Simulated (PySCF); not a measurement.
C₃H₁₂N₂OSi.
Numbering: `[CH3:1][CH2:2][O:3][Si@H:4]([NH2:5])[NH:6][CH3:7]` (hydrogens: H8, H9, H10 on C1; H11, H12 on C2; H13 on Si4; H14, H15 on N5; H16 on N6; H17, H18, H19 on C7)

Cartesian coordinates in Å at the GFN2-xTB level; atoms count from 1:
```
atom  x, y, z in Å
C1     3.1832   -0.7189    0.2917
C2     1.7995   -0.1725    0.6141
O3     1.0268   -0.1418   -0.5503
Si4   -0.4935    0.3717   -0.7620
N5    -0.6926    1.9424   -0.0506
N6    -1.6360   -0.7159   -0.0830
C7    -3.0631   -0.5374   -0.1363
H8     3.6654   -0.0902   -0.4519
H9     3.0977   -1.7245   -0.1114
H10    3.7950   -0.7435    1.1896
H11    1.8796    0.8403    1.0283
H12    1.3149   -0.8062    1.3677
H13   -0.5664    0.2959   -2.2184
H14   -1.6163    2.3431   -0.0342
H15   -0.0218    2.6595   -0.2795
H16   -1.3530   -1.3238    0.6687
H17   -3.4530    0.0154    0.7274
H18   -3.5685   -1.5053   -0.1801
H19   -3.3076    0.0211   -1.0373
```

The calculation used TDDFT CAM-B3LYP/def2-SVPD, vertical, gas phase, core orbitals frozen in the response in PySCF 2.14.0, density-fitted response routines.

Transition dipole moments from the ground state, in atomic units and in the frame of the coordinates above (overall signs are arbitrary), for the states with f of 0.002 or more among the lowest 8:

| state | E (hartree) | μx | μy | μz |
| --- | --- | --- | --- | --- |
| S1 | 0.2194 | -0.014 | -0.139 | -0.017 |
| S2 | 0.2453 | 0.060 | -0.048 | 0.427 |
| S3 | 0.2516 | -0.006 | 0.069 | 0.271 |
| S4 | 0.2592 | 0.251 | 0.285 | -0.097 |
| S5 | 0.2756 | 0.061 | 0.271 | 0.127 |
| S6 | 0.2813 | 0.178 | -0.086 | -0.020 |
| S8 | 0.2885 | -0.299 | 0.197 | 0.030 |

(1) What oscillator strength does each state have?

(2) Which bond between heavy atoms lies closest to the direction of the S2 transition dipole?

(3) What angle do the transition dipoles of S3 and S8 make?

(4) How is the summed strength of these states shared among x, y and z?

(5) What peak molar absorption coefficient would the strongest computed level give as a lone Gaussian band 0.4 eV wide at half height?

Answers

(1) f = (2/3) ΔE |μ|² with ΔE in hartree (27.2114 eV).

```tsv
state	|μ|² (au)	|μ| (D)	f
S1	0.020	0.36	0.003
S2	0.188	1.10	0.031
S3	0.078	0.71	0.013
S4	0.153	1.00	0.026
S5	0.093	0.78	0.017
S6	0.039	0.50	0.007
S8	0.129	0.91	0.025
```

(2) C2–O3, at 26° from it; next Si4–N6 at 68°.

(3) |cos θ| = |μa·μb| / (|μa| |μb|) = 0.23, so θ ≈ 77° (taken between 0 and 90°, since the signs are arbitrary).

(4) (2/3) Σ ΔE μα² gives 0.035 for x, 0.040 for y and 0.047 for z, 0.123 in all.

(5) ε(max) = 2.175×10⁸ f / FWHM, with the width in cm⁻¹. S2: 2.175×10⁸ × 0.0308 / 3226 ≈ 2100 L mol⁻¹ cm⁻¹.

Time: 86 s wall; peak memory 1.1 GiB. Hardware: an Arm Neoverse V2 with one thread (shared host).

One conformer stands for the species.

Without π bonds the low states may be Rydberg-like; a valence basis with one diffuse set may place them up to an eV too high.
